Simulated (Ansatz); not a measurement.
`[CH3][Al@H-]1[NH2+][Al@@H-]([CH3])[NH2+]1`, relaxed with RKS PBE0-D4/def2-TZVP in Ansatz 0.2.0 from a GFN2-xTB geometry. The force threshold is 0.005 eV/Å; the program also tests the step.

Total charge 0; spin multiplicity 1.

Start:

```xyz
18

C     0.433    2.359    0.659
Al   -1.051    1.124    0.207
N    -0.970   -0.603    1.158
Al   -0.157   -1.490   -0.401
C     1.814   -1.677   -0.296
N    -0.757    0.079   -1.436
H     0.077    3.157    1.317
H     1.275    1.885    1.174
H     0.857    2.862   -0.217
H    -2.564    1.475    0.188
H    -0.614   -0.703    2.106
H    -1.937   -0.936    1.192
H    -1.164   -2.608   -0.790
H     2.182   -1.835    0.724
H     2.372   -0.819   -0.689
H     2.143   -2.549   -0.871
H    -0.251    0.438   -2.243
H    -1.689   -0.161   -1.782
```

Problem. How much energy does the relaxation release, and in how many steps? (An estimate is asked.)

Solution. The calculation gave: 0.25 eV, in 13 steps.

Problem. Which bonds change most? (Best estimate.)

Solution. Computed: Al4–H13 from 1.554 to 1.596 Å; Al2–H10 from 1.554 to 1.596 Å; Al4–C5 from 1.983 to 1.960 Å; C1–Al2 from 1.983 to 1.960 Å.

Problem. Give the relaxed structure. (Best estimate.)

Solution. Ansatz gave: 
```xyz
18

C     0.264    2.429    0.557
Al   -1.123    1.108    0.139
N    -0.860   -0.514    1.204
Al   -0.244   -1.524   -0.357
C     1.689   -1.835   -0.246
N    -0.616    0.065   -1.439
H     0.118    2.875    1.547
H     1.269    1.992    0.548
H     0.268    3.257   -0.160
H    -2.680    1.457    0.072
H    -0.177   -0.426    1.948
H    -1.707   -0.877    1.627
H    -1.301   -2.668   -0.706
H     1.938   -2.587    0.510
H     2.241   -0.925    0.013
H     2.099   -2.199   -1.194
H     0.184    0.428   -1.947
H    -1.361   -0.056   -2.116
```
